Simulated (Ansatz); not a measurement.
Start from `[Cl][Ti]([Cl])([I])[I]` and change one element to get `[Cl][Hf]([Cl])([I])[I]`.

Ansatz, PBE0-D4/def2-TZVP geometries, multiplicity 1. 

Elements past krypton have def2 core potentials. Scalar relativity is left out up to krypton. Spin–orbit coupling is left out; it splits and shifts lone-pair levels of the heavy atoms by tenths of an eV.

```csv
property,`[Cl][Ti]([Cl])([I])[I]`
size of the dipole moment (B3LYP/def2-TZVPP) / D,0.57
LUMO energy (PBE/def2-TZVPP) / eV,-4.43
"ideal-gas entropy at 298 K and 1 bar (rigid rotor, harmonic PBE0-D4/def2-TZVP) / J/(mol·K)",408
size of the dipole moment (PBE/def2-TZVPP) / D,0.60
HOMO energy (B3LYP/def2-TZVPP) / eV,-7.75
HOMO–LUMO gap (B3LYP/def2-TZVPP) / eV,3.87
```

Question: Give the same properties after the change, and the shifts. (Estimate.)

Answer: The calculation gave: 
| property | `[Cl][Hf]([Cl])([I])[I]` | shift |
| --- | --- | --- |
| size of the dipole moment (B3LYP/def2-TZVPP) / D | 0.38 | -0.19 |
| LUMO energy (PBE/def2-TZVPP) / eV | -3.16 | 1.27 |
| ideal-gas entropy at 298 K and 1 bar (rigid rotor, harmonic PBE0-D4/def2-TZVP) / J/(mol·K) | 429 | 21 |
| size of the dipole moment (PBE/def2-TZVPP) / D | 0.41 | -0.19 |
| HOMO energy (B3LYP/def2-TZVPP) / eV | -7.83 | -0.08 |
| HOMO–LUMO gap (B3LYP/def2-TZVPP) / eV | 5.23 | 1.36 |

With PBE0 the HOMO falls by 0.09 eV and the LUMO rises by 1.26 eV, so the gap widens by about 1.35 eV. PBE moves the HOMO by -0.06 eV and ωB97M-V by -0.14 eV. Dipoles are sizes alone; their direction can turn. Modes under 60 cm⁻¹, often nearly free rotors, make the harmonic entropy too high.

B3LYP here is the variant with VWN-RPA as its local correlation; programs differ in this.
